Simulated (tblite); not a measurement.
Compound: C4H9OSi (doublet state).
Numbering: `[CH3:1][CH2:2][O:3][Si@@H:4]1[CH:5][CH2:6]1` (hydrogens: H7, H8, H9 on C1; H10, H11 on C2; H12 on Si4; H13 on C5; H14, H15 on C6)

Computed geometry: GFN2-xTB, gas phase. This method treats the open shell by occupation alone, without spin polarisation.

Task: Give the optimised bond lengths and angles.

Result: 
```
               bond  length (Å)
              C1–C2       1.521
              C2–O3       1.400
             O3–Si4       1.613
             Si4–C5       1.820
              C5–C6       1.466
             Si4–C6       2.008
C1–H7, C1–H8, C1–H9       1.087
             C2–H10       1.098
             C2–H11       1.097
            Si4–H12       1.460
             C5–H13       1.084
             C6–H14       1.083
             C6–H15       1.084
```

Bonds in one row agree within 0.01 Å and their mean is given. A selection of angles:
```
     angle  degrees
  C2–C1–H7    110.0
  H7–C1–H8    109.2
  C1–C2–O3    109.6
 C1–C2–H10    110.2
 C1–C2–H11    110.1
 O3–C2–H10    108.6
 O3–C2–H11    110.4
H10–C2–H11    108.0
 C2–O3–Si4    131.7
 O3–Si4–C5    112.4
 O3–Si4–C6    115.2
O3–Si4–H12    111.1
 C5–Si4–C6     44.7
C5–Si4–H12    136.3
C6–Si4–H12    116.2
 Si4–C5–C6     74.5
Si4–C5–H13    122.1
 C6–C5–H13    116.3
 C5–C6–H14    117.8
 C5–C6–H15    121.1
 Si4–C6–C5     60.8
Si4–C6–H14    105.7
Si4–C6–H15    130.3
H14–C6–H15    112.2
```

Dihedral angles: C1–C2–O3–Si4 156° (antiperiplanar); C2–O3–Si4–C5 150°; O3–Si4–C5–C6 -104° (anticlinal); O3–Si4–C6–C5 97° (anticlinal).

The C–C distances run from 1.466 Å (C5–C6, drawn single) to 1.521 Å (C1–C2, drawn single), a spread of 0.055 Å. The 3-membered ring Si4–C5–C6 has internal angles of 44.7° to 74.5°. Si4 (silicon bonded to 2 C, O and H) has angles from 44.7° to 136.3°. The C–Si distances run from 1.820 Å (Si4–C5, drawn single) to 2.008 Å (Si4–C6, drawn single), a spread of 0.188 Å. C5 (carbon bonded to C, Si and H) is pyramidal (angles 122.1°, 116.3° and 74.5°, sum 312.9°, 0.52 Å off the plane of its three neighbours). O3 (oxygen bonded to C and Si) is bent (angle 131.7°).

Point group: C1 (no symmetry element, even within 0.4 Å). Its lowest GFN2-xTB frequency is 14 cm⁻¹, too small to tell a flat minimum from a shallow saddle.

Time: 2.0 s. Hardware: an AMD EPYC with one thread, shared host with 64 logical CPUs at a one-minute load of 59. This is the geometry optimisation.

One conformer stands for the species.
